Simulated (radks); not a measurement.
Question: Isoelectronic series with 23 electrons, all held in the configuration [Ar] 3d3 4s2, which need not be the ground one along the series. Calculated with a radial shooting solver on a logarithmic mesh with Libxc functionals: scalar-relativistic Kohn-Sham, PBE, spin-polarised, spherical densities, finite nucleus; open shells are filled with parallel spins first (spin-orbit coupling, left out, can overturn this in heavy ions); Fermi nuclear charge, rms radius of each element as measured or else 0.836 A^(1/3) + 0.57 fm. Total energies (hartree) and orbital eigenvalues (eV) (* marks an orbital that is empty in some or all of the ions):

| ion | E (hartree) | 3d down* | 4s down | 4s up | 3d up |
|---|---|---|---|---|---|
| V | -949.06916 | -3.6204 | -4.2832 | -4.9764 | -6.0033 |
| As10+ | -2212.19689 | -300.9585 | -179.1844 | -180.5944 | -307.9159 |
| Sr15+ | -3056.28663 | -569.9278 | -336.1441 | -337.9506 | -578.9172 |
| Tc20+ | -4045.75882 | -915.8279 | -538.6034 | -540.8126 | -926.8140 |
| Cd25+ | -5184.34509 | -1338.342 | -787.2401 | -789.8614 | -1351.305 |
| I30+ | -6476.53042 | -1837.482 | -1083.106 | -1086.152 | -1852.410 |
| Ce35+ | -7927.6302 | -2413.434 | -1427.568 | -1431.054 | -2430.319 |

Estimate the row of Ni5+.

Answer: E (hartree) -1510.48299; 3d down* -110.1158; 4s down -67.6949; 4s up -68.7163; 3d up -114.9629.
